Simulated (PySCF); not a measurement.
PySCF job for Ti(F)4(OH2) (F4H2OTi), SMILES [OH2]->[Ti]([F])([F])([F])[F], multiplicity 1, PBE-D3(BJ)/def2-SVP. Geometry optimised at PBE-D3(BJ)/def2-SVP. The multiplicity is an assumed one; other spin states were not compared.

```python
import numpy as np
from pyscf import gto, scf, dft, df
from pyscf.hessian import thermo

mol = gto.M(
    atom='''
    Ti   -0.24640553   -0.01216517    0.00000000
    F     0.18875188    0.78971351    1.52027857
    F     0.18875188    0.78971350   -1.52027857
    F    -0.17546228   -1.76015210    0.00000000
    F    -1.97420773    0.26503841    0.00000000
    O     2.08270881   -0.15506964   -0.00000000
    H     2.35437375    0.37468554   -0.77553651
    H     2.35437375    0.37468555    0.77553651
    ''',
    basis='def2-SVP',
    charge=0,
    spin=0,
    max_memory=1600,
    verbose=3,
)
mf = dft.RKS(mol, xc='pbe').density_fit(auxbasis='def2-universal-jkfit')
mf.disp = 'd3bj'
mf.grids.level = 3
mf.conv_tol = 1e-11
mf.max_cycle = 100
mf.kernel()

# [left out here: the lines that compute and print the analytic Hessian (its translational invariance restored by hand, since the grid's response is missing), thermochemistry and intensities]
```

Log of the run:

```
converged SCF energy = -1324.4431501133

WARN: DFTD3 does not support analytical Hessian, using finite difference


WARN: Mole.unit (angstrom) is changed to Bohr

Mode                                 0                   1                   2
Irrep
Freq [cm^-1]                      109.6257            120.8647            188.4572
Reduced mass [au]                  10.1170              7.2865              1.6519
Force const [Dyne/A]                0.0716              0.0627              0.0346
Char temp [K]                     157.7270            173.8974            271.1480
Normal mode                   x     y     z       x     y     z       x     y     z
       0  Ti                 0.01 -0.01 -0.00    0.00 -0.00  0.01   -0.00 -0.00 -0.05
       1   F                -0.01 -0.09  0.05   -0.03 -0.05  0.03    0.03 -0.04 -0.03
       2   F                -0.01 -0.09 -0.05    0.03  0.05  0.03   -0.03  0.04 -0.03
       3   F                -0.04 -0.01 -0.00   -0.00 -0.00  0.12   -0.00 -0.00  0.07
       4   F                 0.03  0.10  0.00    0.00  0.00 -0.10    0.00  0.00  0.05
       5   O                 0.00  0.14  0.00   -0.00  0.00 -0.13    0.00  0.00  0.04
       6   H                -0.03  0.15 -0.00   -0.12  0.15 -0.07    0.14  0.39  0.35
       7   H                -0.03  0.15  0.00    0.12 -0.15 -0.07   -0.14 -0.39  0.35
Mode                                 3                   4                   5
Irrep
Freq [cm^-1]                      204.4315            223.7213            235.6487
Reduced mass [au]                   9.5324              3.0388             17.9630
Force const [Dyne/A]                0.2347              0.0896              0.5877
Char temp [K]                     294.1314            321.8852            339.0460
Normal mode                   x     y     z       x     y     z       x     y     z
       0  Ti                -0.00  0.05 -0.00   -0.00 -0.00  0.02   -0.00 -0.05  0.00
       1   F                -0.03 -0.06  0.07   -0.09  0.06  0.01   -0.04  0.04 -0.04
       2   F                -0.03 -0.06 -0.07    0.09 -0.06  0.01   -0.04  0.04  0.04
       3   F                 0.12  0.06  0.00    0.00 -0.00 -0.06    0.11 -0.06 -0.00
       4   F                -0.01  0.01  0.00   -0.00  0.00  0.07    0.03  0.13 -0.00
       5   O                -0.05 -0.08  0.00   -0.00 -0.00 -0.08   -0.05 -0.02  0.00
       6   H                 0.08 -0.15 -0.00   -0.15  0.34  0.10   -0.06 -0.02  0.00
       7   H                 0.08 -0.15  0.00    0.15 -0.34  0.10   -0.06 -0.02 -0.00
Mode                                 6                   7                   8
Irrep
Freq [cm^-1]                      242.6401            244.1637            274.4721
Reduced mass [au]                   4.4107             17.8287              6.3287
Force const [Dyne/A]                0.1530              0.6262              0.2809
Char temp [K]                     349.1050            351.2972            394.9043
Normal mode                   x     y     z       x     y     z       x     y     z
       0  Ti                 0.00 -0.00 -0.05    0.08 -0.00  0.00    0.02 -0.00  0.00
       1   F                -0.08 -0.05 -0.02   -0.04  0.03  0.03   -0.10  0.01  0.02
       2   F                 0.08  0.05 -0.02   -0.04  0.03 -0.03   -0.10  0.01 -0.02
       3   F                -0.00 -0.00  0.06   -0.07 -0.01 -0.00   -0.04 -0.01 -0.00
       4   F                 0.00 -0.00  0.12    0.08 -0.04 -0.00    0.03  0.02 -0.00
       5   O                -0.00  0.00  0.01   -0.14  0.00 -0.00    0.16 -0.03 -0.00
       6   H                -0.02 -0.25 -0.17   -0.04 -0.06 -0.01    0.22 -0.06  0.00
       7   H                 0.02  0.25 -0.17   -0.04 -0.06  0.01    0.22 -0.06 -0.00
Mode                                 9                  10                  11
Irrep
Freq [cm^-1]                      466.8600            528.8625            670.6786
Reduced mass [au]                   1.2774              1.2809             16.6449
Force const [Dyne/A]                0.1640              0.2111              4.4112
Char temp [K]                     671.7076            760.9154            964.9571
Normal mode                   x     y     z       x     y     z       x     y     z
       0  Ti                 0.01  0.00 -0.00   -0.00  0.00  0.01    0.02  0.01 -0.00
       1   F                -0.02  0.01  0.03    0.02 -0.03 -0.04   -0.03 -0.06 -0.12
       2   F                -0.02  0.01 -0.03   -0.02  0.03 -0.04   -0.03 -0.06  0.12
       3   F                 0.00  0.02 -0.00   -0.00 -0.00  0.00   -0.01  0.11  0.00
       4   F                 0.02 -0.00 -0.00    0.00  0.00 -0.00    0.04 -0.01  0.00
       5   O                 0.06 -0.08  0.00   -0.00  0.00  0.08   -0.01 -0.00 -0.00
       6   H                -0.55  0.28  0.02   -0.61  0.10 -0.07   -0.06  0.03  0.00
       7   H                -0.55  0.28 -0.02    0.61 -0.10 -0.07   -0.06  0.03 -0.00
Mode                                12                  13                  14
Irrep
Freq [cm^-1]                      761.9709            775.5225            797.5095
Reduced mass [au]                  21.5487             10.2353             19.1811
Force const [Dyne/A]                7.3714              3.6270              7.1878
Char temp [K]                    1096.3065           1115.8043           1147.4386
Normal mode                   x     y     z       x     y     z       x     y     z
       0  Ti                -0.08  0.01 -0.00    0.00 -0.00 -0.09   -0.01 -0.09  0.00
       1   F                 0.01  0.01  0.01    0.03  0.05  0.10    0.01  0.03  0.04
       2   F                 0.01  0.01 -0.01   -0.03 -0.05  0.10    0.01  0.03 -0.04
       3   F                 0.01  0.00  0.00   -0.00  0.00  0.01   -0.01  0.16 -0.00
       4   F                 0.18 -0.03  0.00   -0.00  0.00  0.00   -0.01  0.01 -0.00
       5   O                -0.00  0.00  0.00   -0.00 -0.00  0.01   -0.00  0.01 -0.00
       6   H                 0.04 -0.02  0.00   -0.17  0.01 -0.04    0.07 -0.04 -0.00
       7   H                 0.04 -0.02 -0.00    0.17 -0.01 -0.04    0.07 -0.04  0.00
Mode                                15                  16                  17
Irrep
Freq [cm^-1]                     1566.5027           3664.0503           3762.0694
Reduced mass [au]                   1.0801              1.0457              1.0816
Force const [Dyne/A]                1.5616              8.2712              9.0190
Char temp [K]                    2253.8487           5271.7525           5412.7803
Normal mode                   x     y     z       x     y     z       x     y     z
       0  Ti                 0.00 -0.00  0.00   -0.00  0.00  0.00   -0.00 -0.00 -0.00
       1   F                 0.00 -0.00  0.00    0.00 -0.00 -0.00    0.00  0.00  0.00
       2   F                 0.00 -0.00 -0.00    0.00 -0.00  0.00   -0.00 -0.00  0.00
       3   F                -0.00  0.00 -0.00    0.00  0.00  0.00   -0.00  0.00 -0.00
       4   F                -0.00  0.00  0.00    0.00 -0.00 -0.00    0.00 -0.00  0.00
       5   O                -0.04 -0.06  0.00   -0.02 -0.04 -0.00   -0.00 -0.00  0.07
       6   H                 0.27  0.46  0.42    0.19  0.35 -0.57    0.19  0.37 -0.54
       7   H                 0.27  0.46 -0.42    0.19  0.35  0.57   -0.19 -0.37 -0.54
temperature 298.1500 [K]
pressure 101325.00 [Pa]
Rotational constants [GHz] 2.91190 2.07428 2.03659
Symmetry number 1
Zero-point energy (ZPE) 0.03380 [Eh]   88751.256 [J/mol]
                           tot       elec      trans        rot        vib
Entropy [J/mol/K]       378.117      0.000    170.542    115.729     91.846
Cv [J/mol/K]            116.737      0.000     12.472     12.472     91.794
Cp [J/mol/K]            125.052      0.000     20.786     12.472     91.794
Internal energy [J/mol]                      3718.434   3718.434 104131.266
Internal energy [Eh]   -1324.40066  -1324.44315
Enthalpy [J/mol]                             6197.391   3718.434 104131.266
Enthalpy [Eh]          -1324.39971
Gibbs free energy [J/mol]                  -44649.835 -30786.107  76747.520
Gibbs free energy [Eh] -1324.44265
mode   freq/cm-1   IR/(km/mol)
   1      109.63         1.500
   2      120.86         1.034
   3      188.46        13.903
   4      204.43        11.169
   5      223.72        18.487
   6      235.65         9.171
   7      242.64        35.658
   8      244.16        68.183
   9      274.47        22.668
  10      466.86       280.947
  11      528.86         7.450
  12      670.68         5.809
  13      761.97       170.330
  14      775.52       193.819
  15      797.51       205.710
  16     1566.50        69.829
  17     3664.05        39.557
  18     3762.07        94.339
max |gradient| / (hartree/bohr): 0.0003935219522758445
APT charges: [ 2.384  -0.6188 -0.6188 -0.5805 -0.6137 -0.5358  0.2919  0.2919]
```

The run converged.
